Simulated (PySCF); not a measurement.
# Diatomics of Sb with the second period

CCSD(T) with double-zeta basis sets in PySCF, for the lowest determinant that a PBE0 search found; no spin–orbit coupling. De refers to high-spin ground-configuration atoms.

```
 M               basis  reference, frozen orbitals  state (unpaired electrons)  Re (Å)  ωe (cm⁻¹)  De (eV)
Li            def2-SVP                      UHF, 4              triplet (π ↑↑)   2.671        371     1.09
Be          x2c-SVPall                     UHF, 18         quartet (σ ↑, π ↑↑)   2.481        387     0.35
 B          x2c-SVPall                    ROHF, 19          triplet (σ ↑, π ↑)   2.079        670     1.92
 C            def2-SVP                     ROHF, 5               doublet (σ ↑)   1.915        819     2.94
 O  cc-pVDZ-PP/cc-pVDZ                      UHF, 5               doublet (π ↑)   1.879        754     2.95
 F            def2-SVP                      UHF, 5              triplet (π ↑↑)   1.956        617     3.29
```

The shortest bond is that of SbO (1.879 Å), the longest that of LiSb (2.671 Å). SbF is bound most strongly (3.29 eV) and BeSb least (0.35 eV).

The rows differ in basis set, which adds steps of its own.

The state changes along the series, so neighbouring rows are not always alike in their bonding.

Correlated steps freeze the inner cores (4 to 19 orbitals); shallow outer-core shells are correlated. UHF and ROHF references stand side by side, which adds small steps between rows. Weak bonds: BeSb. Basis-set superposition, not corrected here, can be much of De in a small basis, most of all at correlated wavefunction levels. These are scalar-relativistic numbers at best; spin–orbit coupling would shift them, the dissociation energy most. States were picked by a PBE0 search and need not be the measured ground states.
